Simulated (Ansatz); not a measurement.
System: C₂H₇O₂Si, net charge -1, singlet state. It need not be the lowest isomer of its formula. Whether it binds its extra electron was not tested at this geometry. 
Geometry from a B3LYP-D3(BJ)/def2-TZVP (Ansatz, a first-principles code) optimisation:
```xyz
12

C      1.6763    -0.6316    -0.5488
Si     0.1182    -0.0620     0.0050
C     -1.3244    -0.6144    -1.1031
O     -0.3733    -0.4001     1.6023
O     -0.0404     1.6514     0.0921
H      2.5596    -0.6623     0.0840
H      1.7506    -1.2350    -1.4498
H     -1.5712    -1.6660    -0.9350
H     -1.0670    -0.4908    -2.1591
H     -2.2197    -0.0176    -0.9023
H     -0.6412     0.4212     2.0247
H      0.7331     1.9839    -0.3754
```
Charge -1, spin multiplicity 1.

Basis-set convergence of Hartree-Fock and MP2 correlation energies (hartree) with Ansatz. Cores are frozen in the correlated levels unless marked. No spin-orbit coupling. No relativistic terms. This anion needs diffuse functions, which these sets lack.

| basis | functions | E(HF) | E(corr, MP2) |
|---|---|---|---|
| cc-pV(D+d)Z | 114 | -518.53752 | -0.77272 |
| cc-pV(T+d)Z | 257 | -518.64627 | -0.97996 |
| cc-pV(Q+d)Z | 494 | … | … |

Problem. Some entries are withheld; supply them.

Solution. 
- cc-pV(Q+d)Z, E(HF): -518.67252
- cc-pV(Q+d)Z, E(corr, MP2): -1.05431
